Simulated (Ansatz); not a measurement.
The cluster Zn₂O (the lowest singlet isomer of a short search) was relaxed with PBE-D4 (def2-TZVP) in Ansatz in these states: neutral quintet, neutral singlet, neutral triplet. The geometries follow in no particular order.

A:

Cartesian coordinates in Å:
```
Zn 1.1329 -1.2435 0.6665
Zn -1.1330 1.2434 -0.6665
O 0.0002 0.0001 -0.0001
```

B:

Cartesian coordinates in Å:
```
Zn -0.9012 -1.7409 -0.3296
Zn 0.9008 1.7409 0.3302
O 0.0004 -0.0001 -0.0007
```

C:

```xyz
3

Zn    0.707   -1.341    0.650
Zn   -1.174    0.985   -0.610
O     0.468    0.356   -0.040
```

Q: Judge from the bond lengths which geometry belongs to which state (an estimate).

A: A is the neutral singlet (Zn2–O3 1.809 Å, Zn1–O3 1.809 Å); B is the neutral quintet (Zn2–O3 1.988 Å, Zn1–O3 1.988 Å); C is the neutral triplet (Zn2–O3 1.848 Å, Zn1–O3 1.848 Å).

At PBE-D4/def2-TZVP the gap within one spin of the charge 0 quintet nearly closes, so an electron or hole may be smeared out by delocalisation error. At PBE0-D4/def2-TZVP a triplet lies 0.15 eV below the neutral singlet. At PBE0-D4/def2-TZVP a broken-symmetry singlet lies 5.00 eV below the neutral quintet. At PBE0-D4/def2-TZVP a broken-symmetry singlet lies 0.15 eV below the neutral triplet. These are the stationary points nearest to one start from a short search; other shapes may lie lower in each state.
